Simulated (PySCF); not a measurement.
Si(CCH)(Cl)2(H) (C₂H₂Cl₂Si), SMILES [SiH](Cl)(Cl)C#C. Heavy atoms are numbered as in [SiH:1]([Cl:2])([Cl:3])[C:4]#[CH:5]. Hydrogens are named by the atom that carries them.

The structure is a stationary point at B3LYP-D3(BJ)/def2-SVP.

The numbers are results of PBE0/pcSseg-1 run with PySCF, not measurements.

GIAO shieldings, no solvent; atoms alike by connectivity are averaged. δ = σ(ref) − σ: ²⁹Si against TMS (σ = 352.7 ppm); ³⁵Cl against HCl (σ = 945.9 ppm); ¹³C against TMS (σ = 186.3 ppm); ¹H against TMS (σ = 31.56 ppm), references at their B3LYP-D3(BJ)/def2-TZVP geometries, non-relativistic (without spin–orbit terms, shifts of atoms bonded to Cl or Br come out too high).

Computed chemical shifts:
```csv
nucleus,atoms,count,δ (ppm)
²⁹Si,Si1 (SiH),1,-13.1
³⁵Cl,Cl2,2,89.1
¹³C,C5 (CH),1,108.6
¹³C,C4,1,86.9
¹H,H on Si1,1,5.90
¹H,H on C5,1,3.04
```
